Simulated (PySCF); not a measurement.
Excitation energy of Pt²⁺ by level of theory

Pt²⁺ [Xe] 4f14 5d8 (3F) → Pt²⁺ [Xe] 4f14 5d7 6p1 (high-spin determinant), as a difference of total energies. Calculation: PySCF 2.14, in ANO-RCC-VTZP (8s7p5d3f1g, 84 functions); scalar relativity by spin-free X2C-1e. Correlated levels: valence and next inner shell: [Kr] 4d10 4f14 frozen. The calculations carry no spin-orbit coupling.

```csv
method,excitation energy (eV)
UHF,10.426
MP2 (valence and next inner shell),11.119
SCS-MP2 (valence and next inner shell),11.251
CCSD (valence and next inner shell),11.001
CCSD(T) (valence and next inner shell),10.999
```

Problem. How much does correlation contribute at CCSD(T) (valence and next inner shell)?

Solution. 10.999 − (10.426) = 0.573 eV, measured against UHF.

A first-order spin-orbit estimate (lowest level to lowest level, LS coupling) adds 0.361 eV.

The basis was made for the ground configuration and has no added diffuse functions, so the excitation energy can come out too high.

The determinant of the upper state mixes LS terms, which raises its energy above the lowest term, most at the Hartree-Fock and MP2 levels.
